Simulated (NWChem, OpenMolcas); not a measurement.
How basis sets differ on KI (Potassium Iodide)

KI has 2 atoms, charge 0, and is taken as a singlet. SMILES: `[K][I]`. The bond length is the measured one.

```
atom   x (Å)   y (Å)   z (Å)
   K  0.0000  0.0000  0.0000
   I  0.0000  0.0000  3.0478
```

Quantity: the vertical ionisation energy (to the doublet cation), in eV. The values are calculated.

```json
{"level": "PBE0/def2-QZVPP (core potential)", "kind": "global hybrid", "program": "NWChem", "value (eV)": "7.75", "CPU time (all runs)": "2.8 min"}
{"level": "PBE0/def2-SVP (core potential)", "kind": "global hybrid", "program": "NWChem", "value (eV)": "7.71", "CPU time (all runs)": "11 s"}
{"level": "PBE0/def2-TZVPP (core potential)", "kind": "global hybrid", "program": "NWChem", "value (eV)": "7.73", "CPU time (all runs)": "26 s"}
{"level": "PBE0/def2-TZVP (core potential)", "kind": "global hybrid", "program": "NWChem", "value (eV)": "7.73", "CPU time (all runs)": "27 s"}
{"level": "PBE0/def2-TZVPPD (core potential)", "kind": "global hybrid", "program": "OpenMolcas", "value (eV)": "7.74", "CPU time (all runs)": "42 s"}
{"level": "PBE0/def2-QZVP (core potential)", "kind": "global hybrid", "program": "NWChem", "value (eV)": "7.75", "CPU time (all runs)": "2.2 min"}
```

Spin-orbit coupling, which can split open shells on such heavy atoms by tenths of an eV, is left out. The values span 7.71 to 7.75 eV. CPU times are rough (shared hosts, several kinds of processor): they show what a rung costs within a factor of a few.
